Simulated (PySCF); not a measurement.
Molecule: C6H8GeO, SMILES Oc1cc[c]([GeH3])cc1. Atoms near the plane z = 0.0 Å, at the GFN2-xTB optimised geometry (x, y, z in Å): O1 (-1.8, -2.7, 0.0), C2 (-1.0, -1.6, 0.0), C3 (-1.7, -0.3, 0.0), C4 (-1.0, 0.8, 0.0), C5 (0.4, 0.9, 0.0), Ge6 (1.3, 2.5, 0.0), C7 (1.0, -0.4, 0.0), C8 (0.4, -1.6, 0.0), H9 (-1.2, -3.5, 0.0), H10 (-2.8, -0.4, 0.0), H11 (-1.6, 1.8, 0.0), H13 (0.8, 3.5, -1.0), H14 (2.8, 2.3, -0.2), H15 (2.1, -0.4, 0.0), H16 (0.9, -2.5, 0.0).

Calculation: PBE/def2-TZVP (PySCF). Cells within 0.4 Å of a nucleus heavier than hydrogen are left out (blank, or x). The values are rescaled to run from 0 to 1.

```
|0000000000000000000000000|
|0000000000000111100000000|
|0000000000012233221000000|
|0000000000023444432100000|
|0000000000124566544321000|
|0000000122234678765432000|
|000000133433569x977642000|
|000000245654569x978643100|
|0000013578666777766542000|
|0000013578877876555431000|
|000012457xx8xx76543320000|
|0001345678x78887654210000|
|00024677x87668x8775310000|
|00024688xx7567xx875310000|
|0002356788777887764310000|
|000124457xx8xx86543100000|
|0000134678x88x76431000000|
|0000135798767886420000000|
|00001468xx755676420000000|
|0000135788754554310000000|
|0000024567743332100000000|
|0000012345432111000000000|
|0000000122210000000000000|
|0000000000000000000000000|
|0000000000000000000000000|
```
Scale: ten equal steps from 0.000 (start of '0') to 1.00 (end of '9'), in the order '0123456789'; x runs from -5.50 to 5.50, y from -5.50 (bottom) to 5.50 (top).

### Question
Which quantity is mapped?
A. log10 of the electron density
B. Laplacian of the electron density
C. electrostatic potential
D. electron localisation function

### Answer
A, log10 of the electron density. In full: log10 of the electron density (e/bohr³), floored at −4.
